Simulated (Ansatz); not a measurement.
H$_{8}$N$_{4}$Zr, SMILES `[NH2][Zr]([NH2])([NH2])[NH2]`, relaxed with RKS PBE0-D4/def2-TZVP in the Gaussian-basis code of Ansatz from a GFN2-xTB geometry. The force threshold is 0.005 eV/Å; the program also tests the step.

Total charge 0; spin multiplicity 1. Zr: def2 effective core potential.

Start:

```xyz
13

N    -0.948   -0.366    1.774
Zr    0.002    0.002   -0.004
N    -0.272    1.955   -0.562
N     1.998   -0.388    0.252
N    -0.774   -1.202   -1.471
H    -1.947   -0.603    1.702
H    -0.524   -1.118    2.336
H    -0.311    2.641    0.204
H    -1.109    2.129   -1.136
H     2.340   -0.267    1.216
H     2.641    0.154   -0.342
H    -0.746   -0.800   -2.419
H    -0.352   -2.136   -1.552
```

Q: How much energy does the relaxation release, and in how many steps? (An estimate is asked.)

A: Computed: 0.70 eV, in 14 steps.

Q: Which bonds change most? (Best estimate.)

A: Ansatz gave: N4–H11 from 1.029 to 1.010 Å; N1–H6 from 1.029 to 1.010 Å; N3–H8 from 1.029 to 1.010 Å; N5–H13 from 1.029 to 1.010 Å.

Q: Give the relaxed structure. (Best estimate.)

A: The calculation gave: 
```xyz
13

N    -0.982   -0.705    1.653
Zr    0.000    0.000   -0.001
N    -0.592    1.921   -0.393
N     2.015   -0.047    0.364
N    -0.442   -1.168   -1.624
H    -1.785   -0.297    2.110
H    -0.670   -1.496    2.201
H    -0.066    2.769   -0.234
H    -1.450    2.162   -0.871
H     2.436    0.205    1.249
H     2.741   -0.395   -0.247
H    -0.314   -0.875   -2.583
H    -0.892   -2.073   -1.624
```
